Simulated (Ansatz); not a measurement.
Basis-set extrapolation for AlH₈NO₂Si₂ (`[NH2][Al]([O][SiH3])[O][SiH3]`) (PBE0-D4/def2-TZVP geometry, frozen core, the Gaussian-basis code of Ansatz). Multiplicity 1, RHF reference.

```tsv
	def2-TZVPP	def2-QZVPP
HF	-1029.013064	-1029.050626
MP2 correlation	-1.004366	-1.082869
CCSD(T) correlation	-1.091960	not run
```

Energies in hartree. Use E(X) = E(∞) + A·exp(−7.88·√X) for Hartree–Fock and E(X) = E(∞) + B·X^(−2.97) for correlation, with X = 3 and 4, and add CCSD(T) minus MP2 of the smaller set to the MP2 limit.

What is the CCSD(T) energy at the basis-set limit?

HF limit: -1029.050626 + (-0.037562) × 0.13774 = -1029.05580. MP2 limit: -1.082869 + (-0.078503) × 0.74074 = -1.14102. Higher-order term: -1.091960 − (-1.004366) = -0.08759. Total: -1030.28441 hartree, 471.0 kJ/mol below CCSD(T)/def2-TZVPP.
